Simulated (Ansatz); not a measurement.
Basis-set extrapolation for CH$_{9}$NOSi$_{2}$ (`NC([SiH3])[SiH2]O`) (PBE0-D4/def2-TZVP geometry, frozen core, the Gaussian-basis code of Ansatz). Multiplicity 1, RHF reference.

|  | def2-TZVPP | def2-QZVPP |
| --- | --- | --- |
| HF | -750.416464 | -750.443235 |
| MP2 correlation | -0.886142 | -0.951247 |
| CCSD(T) correlation | -0.975799 | not run |

Energies in hartree. Use E(X) = E(∞) + A·exp(−7.88·√X) for Hartree–Fock and E(X) = E(∞) + B·X^(−2.97) for correlation, with X = 3 and 4, and add CCSD(T) minus MP2 of the smaller set to the MP2 limit.

What is the CCSD(T) energy at the basis-set limit?

HF limit: -750.443235 + (-0.026771) × 0.13774 = -750.44692. MP2 limit: -0.951247 + (-0.065105) × 0.74074 = -0.99947. Higher-order term: -0.975799 − (-0.886142) = -0.08966. Total: -751.53605 hartree, 377.5 kJ/mol below CCSD(T)/def2-TZVPP.
